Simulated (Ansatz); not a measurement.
Ansatz (a program for electronic structure) input:

Ansatz 0.2 input:
```yaml
crystal:
  periodic: [false, false, false]
  atoms:
    - {symbol: C, position_ang: [2.26825180, 0.00920836, 0.68037761]}
    - {symbol: C, position_ang: [1.11709528, -0.00001782, 0.01539811]}
    - {symbol: C, position_ang: [0.39616370, -1.26897924, -0.35207038]}
    - {symbol: C, position_ang: [-1.04514369, -1.26034512, 0.17995232]}
    - {symbol: C, position_ang: [-1.79411453, -0.00338328, -0.26429894]}
    - {symbol: C, position_ang: [-1.04460758, 1.26540209, 0.14398108]}
    - {symbol: C, position_ang: [0.39670013, 1.25827010, -0.38806301]}
    - {symbol: H, position_ang: [2.76030041, 0.93658544, 0.94831396]}
    - {symbol: H, position_ang: [2.75990838, -0.91037111, 0.97461799]}
    - {symbol: H, position_ang: [0.94057153, -2.13864466, 0.01963892]}
    - {symbol: H, position_ang: [0.36089062, -1.35318767, -1.44565282]}
    - {symbol: H, position_ang: [-1.01904170, -1.29837675, 1.27369339]}
    - {symbol: H, position_ang: [-1.57111742, -2.15689325, -0.15687746]}
    - {symbol: H, position_ang: [-1.90894295, -0.01888155, -1.35423284]}
    - {symbol: H, position_ang: [-2.80288934, 0.00281320, 0.15575705]}
    - {symbol: H, position_ang: [-1.01848284, 1.33455463, 1.23619566]}
    - {symbol: H, position_ang: [-1.57020277, 2.15221757, -0.21824704]}
    - {symbol: H, position_ang: [0.36145619, 1.31131645, -1.48360021]}
    - {symbol: H, position_ang: [0.94147928, 2.13793714, -0.04126739]}
basis:
  gaussian:
    orbitals: def2-TZVP
hamiltonian:
  xc: b3lyp
  dispersion: d3bj
phonons: {temperatures: {t_min: 298.15, t_max: 298.15, t_step: 100}}
```

### Question
Predict the final energy.

### Answer
-274.09562 Eh (B3LYP-D3(BJ)/def2-TZVP). The basis has 289 functions.
